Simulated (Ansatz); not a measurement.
Relaxation of WS2 with RKS PBE-D4/def2-TZVP.

```sh
$ ansatz run in.yaml --threads 2 --pin off --events-out ev --progress --plain --max-ram 4352MiB
```

```yaml
crystal:
  periodic: [false, false, false]
  atoms:
    - {symbol: W, position_ang: [0.299520, 0.580870, 1.257060]}
    - {symbol: S, position_ang: [-0.109240, 0.612400, -1.054950]}
    - {symbol: S, position_ang: [-0.190270, -1.193270, -0.202110]}
basis:
  gaussian: {orbitals: def2-TZVP}
hamiltonian: {xc: pbe, dispersion: d4}
scf: {lower_state_search: "off"}
output: {orbitals: {seedname: orbitals}}
relax: {f_tol: 0.02, max_steps: 100}
```

It took 60 s on 2 threads of Arm Neoverse N1 on a shared host.

Positions (Å) and forces (eV/Å) at steps 1, 2, 4, 7, 10, 12, 13, 14, 15, 16, 17, 18, 19, 20, 21, 22, 23, 24, 25, 27 of 27:

```xyz
3
step=1 energy=-23486.3345 eV
W     0.300    0.581    1.257   -0.646   -1.254   -2.713
S    -0.109    0.612   -1.055    0.375    1.779    0.812
S    -0.190   -1.193   -0.202    0.272   -0.525    1.901
3
step=2 energy=-23486.6226 eV
W     0.274    0.531    1.149    0.208    0.404    0.872
S    -0.095    0.678   -1.020   -0.094    0.005   -0.533
S    -0.179   -1.209   -0.129   -0.113   -0.408   -0.339
3
step=4 energy=-23486.6380 eV
W     0.278    0.540    1.168   -0.007   -0.013   -0.031
S    -0.097    0.675   -1.031    0.003   -0.001    0.020
S    -0.182   -1.215   -0.138    0.004    0.014    0.011
3
step=7 energy=-23486.6380 eV
W     0.278    0.540    1.168    0.000    0.002   -0.001
S    -0.097    0.675   -1.030    0.000    0.000    0.002
S    -0.182   -1.215   -0.138    0.000   -0.001   -0.001
3
step=10 energy=-23486.6381 eV
W     0.278    0.541    1.167    0.000    0.011   -0.006
S    -0.096    0.675   -1.028    0.002    0.000    0.014
S    -0.182   -1.216   -0.139   -0.003   -0.011   -0.007
3
step=12 energy=-23486.6388 eV
W     0.279    0.547    1.164    0.001    0.043   -0.027
S    -0.095    0.675   -1.021    0.010    0.010    0.050
S    -0.183   -1.222   -0.143   -0.011   -0.052   -0.023
3
step=13 energy=-23486.6410 eV
W     0.279    0.556    1.159   -0.001    0.072   -0.058
S    -0.093    0.675   -1.011    0.021    0.045    0.084
S    -0.185   -1.231   -0.148   -0.020   -0.117   -0.025
3
step=14 energy=-23486.6489 eV
W     0.279    0.573    1.149   -0.010    0.056   -0.097
S    -0.089    0.677   -0.991    0.033    0.187    0.049
S    -0.190   -1.250   -0.159   -0.023   -0.244    0.048
3
step=15 energy=-23486.6523 eV
W     0.279    0.575    1.145   -0.008    0.093   -0.115
S    -0.088    0.683   -0.989    0.036    0.097    0.130
S    -0.191   -1.258   -0.157   -0.027   -0.191   -0.015
3
step=16 energy=-23486.6764 eV
W     0.276    0.599    1.113   -0.028   -0.069   -0.107
S    -0.078    0.720   -0.960    0.022    0.204   -0.023
S    -0.198   -1.319   -0.153    0.006   -0.136    0.130
3
step=17 energy=-23486.3149 eV rejected
W     0.266    0.664    1.010    0.399   -2.816    4.271
S    -0.048    0.848   -0.880   -0.827    1.641   -5.819
S    -0.219   -1.512   -0.130    0.428    1.174    1.549
3
step=18 energy=-23486.6885 eV
W     0.274    0.600    1.101   -0.063   -0.168   -0.233
S    -0.075    0.744   -0.958    0.037    0.273    0.010
S    -0.199   -1.344   -0.143    0.026   -0.106    0.223
3
step=19 energy=-23486.7036 eV
W     0.272    0.600    1.088   -0.072   -0.293   -0.191
S    -0.072    0.764   -0.954    0.029    0.450   -0.166
S    -0.200   -1.364   -0.134    0.043   -0.157    0.356
3
step=20 energy=-23486.7327 eV
W     0.269    0.600    1.071   -0.114   -0.611   -0.197
S    -0.067    0.791   -0.949    0.019    0.755   -0.440
S    -0.202   -1.391   -0.122    0.095   -0.143    0.638
3
step=21 energy=-23486.9680 eV
W     0.257    0.573    1.025   -0.366   -1.934   -0.652
S    -0.058    0.868   -0.952    0.078    2.300   -1.226
S    -0.199   -1.441   -0.074    0.288   -0.366    1.878
3
step=22 energy=-23487.6961 eV
W     0.238    0.557    0.928   -0.454   -5.661    1.556
S    -0.033    1.053   -0.946   -0.353    3.390   -4.428
S    -0.205   -1.610    0.018    0.806    2.272    2.872
3
step=23 energy=-23489.0476 eV
W     0.208    0.445    0.842   -0.527   -4.815    0.530
S    -0.017    1.242   -0.992   -0.150    2.040   -2.318
S    -0.191   -1.687    0.151    0.678    2.775    1.788
3
step=24 energy=-23489.5603 eV
W     0.171    0.268    0.765    0.462    3.575   -0.001
S    -0.008    1.391   -1.052    0.077   -0.455    0.762
S    -0.163   -1.659    0.287   -0.539   -3.120   -0.760
3
step=25 energy=-23489.6776 eV
W     0.171    0.312    0.731   -0.160   -0.990   -0.183
S     0.003    1.454   -1.034   -0.016   -0.239    0.085
S    -0.174   -1.767    0.303    0.176    1.228    0.097
3
step=27 energy=-23489.7165 eV
W     0.175    0.316    0.750    0.000    0.000    0.001
S    -0.007    1.394   -1.048    0.000   -0.001    0.000
S    -0.168   -1.710    0.298    0.000    0.001   -0.001
```

In the def2 sets W takes a core potential; there is no spin–orbit coupling. The structure comes from a short search, and lower isomers may exist.
